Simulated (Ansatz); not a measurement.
Reaction (redistribution): `O[CH2][In]([F])[F]` + `CCO[Si](C)(F)F` → `CC[O][In]([F])[F]` + `C[Si](F)(F)CO`

Program: Ansatz. Geometries: PBE0-D4/def2-TZVP. ΔE: electronic, gas phase. CBS: MP2 limit from def2 TZ/QZ plus the TZ coupled-cluster correction, frozen cores. Functionals use def2-TZVPP. B3LYP here is the variant with VWN-RPA as its local correlation; programs differ in this. def2 core potentials past Kr. For In outer-core shells are correlated without core-valence functions, which leaves a few kJ/mol of doubt a bond. One conformer a species, not always the lowest.

`O[CH2][In]([F])[F]`:

Cartesian coordinates in Å:
```
O 0.715 -1.205 0.846
C 0.015 -0.969 -0.330
In -0.164 1.187 -0.509
F -0.199 1.568 1.436
F -0.276 2.837 -1.500
H 0.346 -0.663 1.555
H -1.005 -1.367 -0.328
H 0.568 -1.388 -1.168
```

`CCO[Si](C)(F)F`:

```xyz
15

C     1.324   -0.227   -1.957
C     0.751   -1.131   -0.892
O    -0.336   -0.513   -0.214
Si   -0.269    0.394    1.117
C    -1.957    0.838    1.672
F     0.528   -0.385    2.254
F     0.600    1.703    0.858
H     0.551    0.057   -2.674
H     1.738    0.683   -1.518
H     2.122   -0.742   -2.497
H     0.357   -2.048   -1.337
H     1.524   -1.423   -0.172
H    -1.916    1.462    2.567
H    -2.482    1.392    0.890
H    -2.534   -0.060    1.902
```

`CC[O][In]([F])[F]`:

```xyz
11

C     0.907   -0.572    0.815
C     0.729   -0.592   -0.685
O     0.104    0.574   -1.191
In   -1.554    1.242   -0.397
F    -2.592    0.267    0.919
F    -2.331    2.930   -0.904
H     1.441   -1.462    1.158
H    -0.064   -0.565    1.326
H     1.479    0.307    1.124
H     1.707   -0.638   -1.177
H     0.173   -1.490   -0.986
```

`C[Si](F)(F)CO`:

```xyz
12

C    -1.142    0.271    1.292
Si    0.402    0.552    0.329
F     0.234    1.880   -0.546
F     1.625    0.811    1.319
C     0.850   -0.797   -0.884
O    -0.144   -0.879   -1.905
H    -1.410    1.160    1.866
H    -1.018   -0.563    1.987
H    -1.966    0.033    0.615
H     0.866   -1.772   -0.388
H     1.855   -0.648   -1.301
H    -0.151   -0.046   -2.384
```

**Question.** Is it downhill or uphill in electronic energy at CCSD(T)/CBS, and by how much? (Best estimate.)

**Answer.** The calculation gave: Uphill: ΔE = +1.04 eV.

**Question.** What do these levels give: PBE-D4, r2SCAN-D4, PBE0-D4, B3LYP-D4, ωB97X-V, B3LYP, HF/def2-TZVPP, CCSD/def2-TZVPP, HF/def2-QZVPP, MP2/def2-QZVPP, HF/CBS(def2), CCSD/CBS(def2)? (Estimate.)

**Answer.** Computed: PBE-D4 1.08, r2SCAN-D4 1.14, PBE0-D4 1.11, B3LYP-D4 1.16, ωB97X-V 1.03, B3LYP 1.16, HF/def2-TZVPP 1.10, CCSD/def2-TZVPP 1.08, HF/def2-QZVPP 1.09, MP2/def2-QZVPP 1.08, HF/CBS(def2) 1.09, CCSD/CBS(def2) 1.06 eV.

Largest T1 diagnostic among the species: 0.017.
